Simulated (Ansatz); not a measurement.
Ansatz results at the PBE0-D4/def2-TZVP geometry: LUMO energy (ωB97M-V/def2-TZVPP) 1.59 eV; zero-point energy (PBE0-D4/def2-TZVP) 236.0 kJ/mol; LUMO energy (PBE/def2-TZVPP) -1.57 eV.

Each molecule was computed in one conformer, which needn't be the lowest.

(1) Which molecule gave them?
A. `[NH2][GeH3]`
B. `[CH3][Ge]([NH2])([F])[F]`
C. `C[N](C)[Ge]([F])([F])[F]`
D. `N#[C][GeH]([F])[Cl]`

## Answers

(1) C. The others give `[NH2][GeH3]`: 1.98, 128.2, -0.40; `[CH3][Ge]([NH2])([F])[F]`: 1.77, 176.8, -0.67; `N#[C][GeH]([F])[Cl]`: 0.54, 52.9, -2.46.
